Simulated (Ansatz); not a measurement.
Relaxation of CH₇FSSi (11 atoms, charge 0, multiplicity 1), to a largest force component of 0.03 eV/Å in at most 50 steps.

Level of theory: Ansatz, RKS revPBE-D4/def2-SVP.

```xyz
11
Properties=species:S:1:pos:R:3
Si -0.383 -0.146 -0.968
F 1.078 0.618 -1.243
H -0.767 -0.740 -2.299
H -1.408 0.883 -0.592
C -0.171 -1.511 0.302
H 1.484 1.580 0.671
S 0.592 1.912 1.645
H 0.065 -1.104 1.305
H -1.111 -2.099 0.372
H 0.640 -2.202 -0.008
H -0.020 2.808 0.816
```

Where does it end, and by what steps?

The run converged. The force dipped under the threshold on the way, but the program's further checks kept it going. After 11 steps the energy has fallen by 0.047 eV; H11 moved furthest, 0.45 Å.

| step | energy less start (eV) | largest force component (eV/Å) | accepted |
| --- | --- | --- | --- |
| 0 | 0.0000 | 0.225 | yes |
| 1 | -0.0316 | 0.246 | yes |
| 2 | 0.0115 | 0.660 | no |
| 3 | -0.0400 | 0.072 | yes |
| 4 | -0.0440 | 0.025 | yes |
| 5 | -0.0412 | 0.442 | no |
| 6 | -0.0456 | 0.035 | yes |
| 7 | -0.0466 | 0.081 | yes |
| 8 | -0.0469 | 0.099 | yes |
| 9 | -0.0472 | 0.039 | yes |
| 10 | -0.0470 | 0.077 | no |
| 11 | -0.0473 | 0.006 | yes |

```xyz
11
Properties=species:S:1:pos:R:3
Si -0.395 -0.236 -1.101
F 1.039 0.574 -1.323
H -0.704 -0.915 -2.408
H -1.449 0.797 -0.809
C -0.206 -1.471 0.294
H 1.411 1.702 0.561
S 0.922 2.011 1.794
H 0.014 -0.943 1.243
H -1.144 -2.051 0.420
H 0.616 -2.185 0.082
H -0.104 2.717 1.246
```

The run took 16 s on 2 threads of Intel(R) Xeon(R) Platinum 8488C (Sapphire Rapids), with other jobs on the host, peak memory 0.17 GiB.
